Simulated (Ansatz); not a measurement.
Species: ethyl(dimethoxy)borane, C$_{4}$H$_{11}$BO$_{2}$, net charge 0, singlet state. SMILES: CCB(OC)OC
Geometry from a B3LYP-D3(BJ)/def2-TZVP (Ansatz, an electronic-structure program) optimisation:
```
B
O 1 1.3665
O 1 1.3691 2 126.77
C 3 1.4171 1 128.74 2 11.38
H 4 1.0897 3 107.34 1 160.66
H 4 1.0914 5 108.44 3 121.23
H 4 1.0921 5 108.39 6 118.32
C 2 1.4173 1 129.00 3 9.02
H 8 1.0897 2 107.29 1 161.52
H 8 1.0911 9 108.51 2 121.15
H 8 1.0919 9 108.45 10 118.43
C 1 1.5795 2 117.36 8 -171.44
H 12 1.0954 1 108.04 2 136.07
H 12 1.0975 13 104.26 1 -113.97
C 12 1.5299 13 110.46 14 -117.93
H 15 1.0911 12 111.21 13 177.96
H 15 1.0920 16 106.92 12 -121.61
H 15 1.0922 16 107.90 17 -115.61
```

Property: atomisation energy (electronic, to ground-state atoms), in kcal/mol. Cores are frozen in the correlated levels unless marked. Open shells are spin-unrestricted. Spin-orbit coupling is left out. Non-relativistic. The coupled-cluster limit lacks core correlation, which all-electron functionals hold. Basis-set limits of correlation are two-point, X^-3; Hartree-Fock from the larger set. [CCSD(T)-MP2]/basis is that difference in the basis named.

| level | program | atomisation energy (kcal/mol) |
|---|---|---|
| HF/cc-pVTZ | Ansatz | 1304.1 |
| BLYP-D4/def2-TZVPD | Ansatz + dftd4 | 1737.0 |
| revPBE-D3(BJ)/def2-TZVPD | Ansatz + dftd3 | 1725.8 |
| r2SCAN-D3(BJ)/def2-TZVPD | Ansatz + dftd3 | 1745.9 |
| r2SCAN-D4/def2-TZVPD | Ansatz + dftd4 | 1745.7 |
| B3LYP-D4/def2-TZVPD | Ansatz + dftd4 | 1742.1 |
| PBE0/def2-SVP | Ansatz | 1760.1 |
| PBE0/def2-TZVPD | Ansatz | 1740.2 |
| BHLYP/def2-TZVPD | Ansatz | 1687.6 |
| r2SCANh/def2-TZVPD | Ansatz | 1734.2 |
| B2PLYP/def2-TZVPD | Ansatz | 1720.8 |
| SCS-MP2/aug-cc-pVTZ | Ansatz | 1726.7 |
| CCSD/aug-cc-pVDZ | Ansatz | 1613.7 |
| CCSD/cc-pVDZ | Ansatz | 1602.6 |
| RI-MP2/CBS(aug-cc-pVTZ,aug-cc-pVQZ)+[CCSD(T)-MP2]/aug-cc-pVTZ | Ansatz | 1740.7 |
